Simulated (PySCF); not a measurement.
Cl₅Re, charge +1, multiplicity 2. Atoms are numbered in the order given.

```xyz
6

Re     0.0000     0.0000     0.0413
Cl     0.0000     2.2613    -0.2005
Cl     0.0000    -2.2613    -0.2005
Cl     0.0000     0.0000     2.2278
Cl     1.9753     0.0000    -1.0045
Cl    -1.9753     0.0000    -1.0045
```
Charge +1, spin multiplicity 2.

Geometry: B3LYP-D3(BJ)/def2-SVP. The spin state was assumed, not searched. The def2 effective core potentials stand for the cores of Re; spin–orbit coupling is left out.

Level of theory: PySCF with TDA-B3LYP/def2-SVPD.

Vertical excitations. Gas-phase values at a fixed geometry.

Computed UV-visible absorptions:
```tsv
state	energy (eV)	λ (nm)	f	main pairs
root 1	0.21	6008	0.000	α HOMO→LUMO 99 %
root 2	1.19	1041	0.000	α HOMO→LUMO+1 97 %
root 3	1.43	868	0.000	α HOMO→LUMO+2 97 %
root 4	1.43	865	0.000	α HOMO−1→LUMO 52 %, β HOMO→LUMO 47 %
root 5	1.60	775	0.001	α HOMO−1→LUMO 46 %, β HOMO→LUMO 53 %
root 6	1.68	738	0.000	α HOMO−2→LUMO 60 %, β HOMO−1→LUMO 25 %, β HOMO→LUMO+1 5 %
root 7	1.80	688	0.001	α HOMO−3→LUMO 63 %, β HOMO−3→LUMO 33 %
root 8	2.00	620	0.000	α HOMO−4→LUMO 43 %, β HOMO−2→LUMO 52 %
root 9	2.02	612	0.000	α HOMO−5→LUMO 9 %, β HOMO→LUMO+1 57 %, β HOMO−1→LUMO 27 %
root 10	2.13	581	0.001	α HOMO−5→LUMO 65 %, β HOMO−4→LUMO 17 %, β HOMO→LUMO+1 6 %, β HOMO−1→LUMO 6 %
```
Unrestricted roots are not spin-pure.
